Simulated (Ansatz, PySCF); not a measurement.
System: CN, net charge 1, singlet state. This is an excited singlet: at this geometry the triplet lies 1.06 eV lower at wB97M-V/def2-TZVPD. 
Geometry from a B3LYP-D3(BJ)/def2-TZVP (Ansatz, an electronic-structure program) optimisation:
```
C
N 1 1.1723
```
Charge +1, spin multiplicity 1.

Total electronic energies in hartree. Valence correlation only, unless marked. Spin-orbit coupling is left out. No relativistic terms.  The program attaches cautions to a run behind CCSD/6-31G: large difference.

The Hartree-Fock reference is unstable (checked in the largest basis), which strains HF and MP2. The T1 diagnostic of CCSD in the largest basis is 0.070, which is high, so the coupled-cluster rows are less sure than usual.

| level | program | energy (Eh) |
|---|---|---|
| SVWN5/def2-TZVPD | Ansatz | … |
| PBE-D4/def2-TZVPD | Ansatz + dftd4 | -92.10233 |
| M06-L-D4/def2-TZVPD | PySCF + dftd4 | … |
| r2SCAN-D4/def2-TZVPD | Ansatz + dftd4 | … |
| TPSSh/def2-TZVPD | PySCF | -92.20162 |
| CCSD/6-31G | Ansatz | -91.86253 |
| CCSD/cc-pV5Z | Ansatz | -92.04917 |
| CCSD(T)/cc-pVDZ | Ansatz | -91.99833 |

Some entries are withheld; supply them.


- SVWN5/def2-TZVPD, energy (Eh): -91.40661
- M06-L-D4/def2-TZVPD, energy (Eh): -92.19968
- r2SCAN-D4/def2-TZVPD, energy (Eh): -92.14149
